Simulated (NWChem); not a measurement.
System: BSiH5O3; SMILES OB(O)O[SiH3]

Input file for NWChem:

```
start job
memory heap 200 mb stack 900 mb global 1100 mb
geometry units angstroms noautosym nocenter noautoz
  B      0.110092     0.977816    -0.076867
  O      0.842782     2.073437    -0.427926
  H      0.451421     2.917109    -0.193119
  O     -1.101117     1.017475     0.566616
  H     -1.440205     1.890697     0.774347
  O      0.621753    -0.242884    -0.389430
  Si     0.006636    -1.770436    -0.114765
  H     -1.304752    -1.949802    -0.805081
  H     -0.161346    -2.023255     1.346855
  H      0.994119    -2.735582    -0.672367
end
basis spherical
  * library 6-311g**
end
dft
  xc b3lyp
  iterations 150
end
property
  shielding 9 1 2 3 4 5 6 7 8 10
end
task dft property
```

All runs use the structure optimised with PBE0/def2-SVP.

GIAO values for the isolated, static molecule; σ is the absolute isotropic shielding, δ = σ(reference) − σ with the isolated reference molecule computed at the same levels (11B: boron trifluoride, 1H: tetramethylsilane, 17O: water, 29Si: tetramethylsilane).

Atoms are numbered as in the input.

Q: What results follow from this input? (B3LYP/6-311G** (spherical d), GIAO.) Quantities: δ B1 (ppm); δ O2 (ppm); δ H3 (ppm); δ O4 (ppm); δ O6 (ppm); δ Si7 (ppm); δ H8 (rotor mean) (ppm).

A: The δ B1 (ppm) is 6.8 and the δ O2 (ppm) comes out as 93.8. The δ H3 (ppm) is 1.85, the δ O4 (ppm) is 92.0 and the δ O6 (ppm) is 65.4. The δ Si7 (ppm) is -40.2 and the δ H8 (rotor mean) (ppm) is 5.06.
